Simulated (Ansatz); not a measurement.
Cartesian coordinates in Å:
```
F 0.957 -0.193 -1.699
C 0.402 0.035 -0.464
Ge -1.564 -0.088 -0.535
O 0.915 1.235 0.113
Si 1.501 -0.069 0.993
H -2.081 0.065 0.903
H -1.952 -1.464 -1.093
H -2.116 1.033 -1.427
H 1.003 -0.187 2.380
H 2.937 -0.367 0.828
```

The species carries charge 0 and has multiplicity 1.

Task: List the CAM-B3LYP/def2-TZVPP orbital energies in eV (Ansatz 0.2.0). (Estimate.)

Result: The calculation gave: Occupied: -10852.17, -1802.01, -1356.44, -1207.39, -1207.39, -1207.38, -673.58, -523.02, -282.13, -171.25, -146.56, -121.55, -121.54, -121.53, -101.93, -101.87, -101.84, -35.31, -35.13, -35.12, -35.07, -35.05, -35.04, -30.58, -19.79, -17.65, -17.22, -15.54, -14.72, -14.48, -12.92, -12.53, -11.44, -11.27, -11.08, -10.27, -8.62. Lowest empty: 0.02, 1.41, 1.71, 2.13, 2.30, 2.40, 2.75, 3.33.
